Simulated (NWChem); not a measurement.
Species: pyrazole (C$_{3}$H$_{4}$N$_{2}$); SMILES n1[nH]ccc1

Program: NWChem. Coordinates come from a PBE0/def2-SVP optimisation. Vertical excitations in the gas phase.

### Question
Predict the results for PBE/def2-SVPD, TDA. Quantities: lowest excitation, singlet (eV); oscillator strength of that lowest state; orbital gap (eV).

### Answer
* **lowest excitation, singlet (eV)**: 6.34
* **oscillator strength of that lowest state**: 0.004
* **orbital gap (eV)**: 5.60
